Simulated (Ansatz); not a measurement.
Ideal-gas functions of CHBrCl (`Cl[CH]Br`) radical at 298.15 K and 1 bar, from an Ansatz frequency run at PBE0-D4/def2-TZVP.

Molar mass 128.38 g/mol, point group C1 (symmetry number 1), electronic degeneracy 2, moments of inertia 11.567, 236.807, 248.117 u Å². Harmonic wavenumbers (cm⁻¹, unscaled): 246, 389, 680, 888, 1211, 3239.

Use S(trans) = R[1.5 ln M + 2.5 ln T − 1.1517]; rotational temperatures θ = 24.2544 K / I; S(rot) = R[ln(√π/σ · √(T³/θAθBθC)) + 1.5]; for each mode x = 1.438777 ν̃/T, S = R[x/(eˣ − 1) − ln(1 − e⁻ˣ)] and H = RT x/(eˣ − 1); 1 cm⁻¹ = 0.0119627 kJ/mol; R = 8.31446 J/(mol·K).

Q: By hand: the entropy, in J/(mol·K).

A: Translation 169.4. Rotation: θ = 2.0969, 0.1024, 0.0978 K, giving 104.3. Vibration, mode by mode: 7.36, 4.20, 1.38, 0.61, 0.17, 0.00, in all 13.7. Electronic 5.8. Sum 293.2 J/(mol·K).

Q: By hand: H − E and G − E in kJ/mol, counted from the electronic energy.

A: Zero-point energy ½ × 6653 × 0.0119627 = 39.8; thermal vibration 2.6; translation, rotation and pV give 4 RT = 9.9. H − E = 52.3 kJ/mol, and G − E = 52.3 − 298.15 × 293.2/1000 = -35.1 kJ/mol.

Vibration gives 5 % of the entropy. The sum counts one conformer and one mirror image; others add a mixing term.
